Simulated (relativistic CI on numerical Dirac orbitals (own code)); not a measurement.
Forbidden lines of La51+

These numbers are calculated, not measured: Dirac-Coulomb-Breit CI, orbitals from a KLI potential per configuration, a model potential for QED, unscaled Slater integrals (own radial code, finite nucleus).

Configurations in the expansion (outside the closed core 1s2): 2s2 2p2, 2s 2p3, 2p4, 2p3 3s, 2p3 3p, 2p3 3d, 2s2 2p 3s, 2s2 2p 3p, 2s2 2p 3d, 2s 2p2 3s, 2s 2p2 3p, 2s 2p2 3d, 2s2 2p 4s, 2s2 2p 4p, 2s2 2p 4d, 2s2 2p 4f. Levels of other configurations are missing.

| λ vac (nm) | Lower | Upper | Type | A (s⁻¹) | E lower (eV) | E upper (eV) |
| --- | --- | --- | --- | --- | --- | --- |
| 0.19882 | 2s2 2p2 3P_2 [6] | 2s 2p2 3d 3F_4 [182] | E2 | 1.63e+12 | 882.27 | 7118.43 |
| 0.19932 | 2s 2p3 3P°_2 [4] | 2p3 3d 3F°_4 [136] | E2 | 1.60e+12 | 627.42 | 6847.81 |
| 0.19978 | 2s2 2p2 1S_0 [7] | 2s 2p2 3d 1D_2 [185] | E2 | 2.09e+12 | 926.00 | 7132.03 |
| 0.20000 | 2s 2p3 5S°_2 [8] | 2p3 3d 3F°_2 [198] | E2 | 1.22e+12 | 1034.82 | 7234.01 |
| 0.20017 | 2s 2p3 3P°_2 [4] | 2p3 3d 3P°_0 [130] | E2 | 1.60e+12 | 627.42 | 6821.35 |
| 0.20032 | 2s 2p3 3P°_2 [4] | 2p3 3d 3F°_3 [128] | E2 | 9.70e+11 | 627.42 | 6816.67 |
| 0.20051 | 2s 2p3 3P°_2 [4] | 2p3 3d 3D°_2 [127] | E2 | 9.49e+11 | 627.42 | 6810.76 |
| 0.20151 | 2s2 2p2 3P_2 [6] | 2s 2p2 3d 3F_4 [162] | E2 | 1.12e+12 | 882.27 | 7035.11 |
| 0.20243 | 2s2 2p2 1D_2 [3] | 2s 2p2 3d 3F_4 [89] | E2 | 6.69e+11 | 442.51 | 6567.30 |
| 0.20246 | 2s 2p3 3D°_1 [5] | 2p3 3d 3F°_3 [128] | E2 | 6.18e+11 | 692.81 | 6816.67 |
| 0.20997 | 2s 2p3 5S°_2 [8] | 2s 2p2 3p 5D°_4 [146] | E2 | 2.37e+11 | 1034.82 | 6939.71 |
| 0.21014 | 2s2 2p2 3P_0 [1] | 2s2 2p 3p 3D_2 [26] | E2 | 2.71e+11 | 0.00 | 5899.95 |
| 0.21029 | 2s2 2p2 1D_2 [3] | 2s2 2p 3p 1P_1 [49] | E2 | 2.39e+11 | 442.51 | 6338.35 |
| 0.21085 | 2s 2p3 1D°_2 [12] | 2s 2p2 3p 3P°_0 [157] | E2 | 3.31e+11 | 1139.74 | 7020.02 |
| 0.21099 | 2s 2p3 3P°_2 [4] | 2s 2p2 3p 3F°_4 [77] | E2 | 3.11e+11 | 627.42 | 6503.60 |
| 0.21131 | 2s 2p3 3D°_3 [9] | 2s 2p2 3p 5D°_4 [146] | E2 | 1.43e+11 | 1072.16 | 6939.71 |
| 0.22650 | 2s2 2p2 3P_1 [2] | 2s2 2p 3p 3D_2 [26] | E2 | 8.78e+10 | 426.00 | 5899.95 |
| 0.22696 | 2s2 2p2 3P_2 [6] | 2s2 2p 3p 3D_3 [51] | E2 | 1.94e+11 | 882.27 | 6345.18 |
| 0.22718 | 2s2 2p2 1D_2 [3] | 2s2 2p 3p 3D_2 [26] | E2 | 1.97e+11 | 442.51 | 5899.95 |
| 0.22724 | 2s2 2p2 3P_2 [6] | 2s2 2p 3p 1P_1 [49] | E2 | 1.96e+11 | 882.27 | 6338.35 |
| 0.22814 | 2s 2p3 1D°_2 [12] | 2s 2p2 3p 3P°_0 [92] | E2 | 2.93e+11 | 1139.74 | 6574.36 |
| 0.22827 | 2s 2p3 3D°_3 [9] | 2s 2p2 3p 3F°_4 [77] | E2 | 1.63e+11 | 1072.16 | 6503.60 |
| 0.22954 | 2s 2p3 3P°_2 [16] | 2s 2p2 3p 5D°_4 [146] | E2 | 9.11e+10 | 1538.31 | 6939.71 |
| 0.23189 | 2s2 2p2 1D_2 [3] | 2s2 2p 3p 3P_0 [24] | E2 | 5.61e+11 | 442.51 | 5789.13 |
| 0.23208 | 2s2 2p2 3P_2 [6] | 2s2 2p 3p 3D_2 [44] | E2 | 4.02e+11 | 882.27 | 6224.53 |
| 0.23220 | 2s2 2p2 3P_2 [6] | 2s2 2p 3p 3P_1 [43] | E2 | 3.03e+11 | 882.27 | 6221.88 |
| 0.23259 | 2s2 2p2 3P_1 [2] | 2s2 2p 3p 3D_1 [23] | E2 | 2.88e+11 | 426.00 | 5756.65 |
| 0.23324 | 2s 2p3 3P°_2 [4] | 2s 2p2 3p 5D°_0 [30] | E2 | 5.67e+11 | 627.42 | 5943.19 |
| 0.23331 | 2s2 2p2 1D_2 [3] | 2s2 2p 3p 3D_1 [23] | E2 | 2.94e+11 | 442.51 | 5756.65 |
| 0.23400 | 2s2 2p2 1S_0 [7] | 2s2 2p 3p 3D_2 [44] | E2 | 1.05e+11 | 926.00 | 6224.53 |

Terms are leading LS components. Brackets give the number of a level in order of energy, since labels repeat. The list gives strong lines, with weight on those to low levels, among the lowest 200 of 274 levels, so that lines to higher ones, which can be the strongest, are missing. Levels whose partners in the same complex of configurations lie outside the list can be far off, and so can their lines. Rates are taken at the computed energies, electric ones in the length gauge.

At this charge energies of transitions that change n are usually good to better than 1 %, and those within a shell (Δn = 0) to a few per cent.

LS names give the leading component of a level, which can be under half, so a name can repeat, a term be missing and a line seem to break the LS rules.
